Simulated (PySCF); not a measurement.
[Co(CN)6]3-, C₆CoN₆ (charge -3 and singlet state).
Structure used (PBE0-D3(BJ)/def2-SVP), in Å, numbered top down from 1:
```xyz
13
C6CoN6 angstrom
Co    -0.0001    0.0001    0.0000
C     -0.0088   -0.0042    1.9251
N     -0.0142   -0.0067    3.0955
C      0.0093    0.0039   -1.9251
N      0.0150    0.0064   -3.0956
C      1.9249    0.0096    0.0093
N      3.0954    0.0155    0.0150
C     -1.9252   -0.0095   -0.0086
N     -3.0957   -0.0154   -0.0138
C     -0.0098    1.9251    0.0039
N     -0.0157    3.0956    0.0060
C      0.0094   -1.9250   -0.0044
N      0.0153   -3.0955   -0.0071
```

Theory: PBE0-D3(BJ)/def2-SVP geometry optimisation, gas phase in PySCF.

Masses are those of the commonest isotopes; rigid-rotor values at the optimised geometry. 

(1) Give the principal moments of inertia and the rotational constants in GHz.

(2) Classify the top.

Results:

(1) Ia = 714.61, Ib = 714.64, Ic = 714.67 u·Å²; 505379 MHz·u·Å²/I gives 707.2, 707.2 and 707.2 MHz, that is A = 0.7072, B = 0.7072, C = 0.7072 GHz.

(2) A spherical top, as the point group Oh requires three equal moments.

The point group Oh allows no dipole (computed: 0.00 D (about the centre of mass, as the species is charged)), so a rigid rotor has no electric-dipole lines.

No PBE0-D3(BJ)/def2-SVP frequencies stand behind this structure, so it isn't proved a minimum. Whether so highly charged an anion holds all its electrons in the gas phase wasn't checked; a finite basis holds them in any case. No counter-ion or solvent screens the charge of this multiply charged ion. The geometry's basis has no diffuse functions, a weakness for an anion. These are rigid-rotor constants of the computed structure; measured ground-state constants (B0) also hold zero-point vibration.
The closed-shell solution of the metal species wasn't tested for stability.
